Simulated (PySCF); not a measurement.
A ladder of Hamiltonians for Ho⁶³⁺ (holmium, charge +63)

Occupied: 1s1/2, 2s1/2. Hartree-Fock calculated with PySCF 2.14 in an even-tempered Gaussian basis (16 s from 15 bohr⁻², ratio 2.7; 13 p from 18 bohr⁻², ratio 2.7), Gaussian nucleus throughout. NR is non-relativistic, sf-X2C the spin-free one-electron X2C Hamiltonian, X2C adds the bare one-electron spin-orbit term, X2C-SNSO screens it by Boettger's factors, DC is four-component Dirac-Coulomb, and the Gaunt and Breit terms are added at first order (total energies over the DC spinors, levels after relaxing the spinors in that mean field). QED terms are absent. Levels marked empty are virtual spinors of this ion.

```tsv
Hamiltonian	E (hartree)	E − E(DC) (hartree)	CPU seconds
NR	-5506.4251	389.7728	0.34
sf-X2C	-5893.5592	2.6387	0.2
X2C	-5893.5592	2.6387	0.2
X2C-SNSO	-5893.5592	2.6387	0.2
DC	-5896.1979	0.0000	3.9
DC+Gaunt	-5890.8942	5.3037	6.7
DC+Breit	-5891.0077	5.1903	55
```

```tsv
level (eV)	NR	sf-X2C	X2C	X2C-SNSO	DC	DC+Gaunt	DC+Breit
1s1/2	-59227.9	-63116.9	-63116.9	-63116.9	-63180.2	-63053.0	-63054.4
2s1/2	-14280.8	-15467.3	-15467.3	-15467.3	-15474.7	-15459.6	-15461.1
2p1/2 (empty)	-13900.3	-14345.9	-15036.0	-15012.4	-15020.3	-14992.5	-14996.3
2p3/2 (empty)	-13900.3	-14345.9	-14061.2	-14069.2	-14070.8	-14055.6	-14059.4
3s1/2 (empty)	-6135.3	-6540.4	-6540.4	-6540.4	-6542.4	-6538.2	-6538.8
```

| interval (eV) | X2C | X2C-SNSO | DC | DC+Gaunt | DC+Breit |
| --- | --- | --- | --- | --- | --- |
| 2p3/2 − 2p1/2 | 974.9 | 943.2 | 949.5 | 936.9 | 936.9 |

Weight of the small component: 1s1/2 0.0631, 2s1/2 0.0153, 2p1/2 0.0151, 2p3/2 0.0141, 3s1/2 0.00652.

Koopmans' value for the highest occupied level at DC+Breit: 15461.1 eV, against an ionisation energy of 15448 ± 19 eV (theoretical estimate listed by NIST; NIST Atomic Spectra Database, ionization energies); the former lacks relaxation, correlation, QED and recoil.

The whole ladder took 67 s of wall time on 1 thread of Neoverse-N1 (shared host), launched as `OMP_NUM_THREADS=1 python relrun2.py TASK.json OUT` (a driver that calls PySCF for each Hamiltonian).
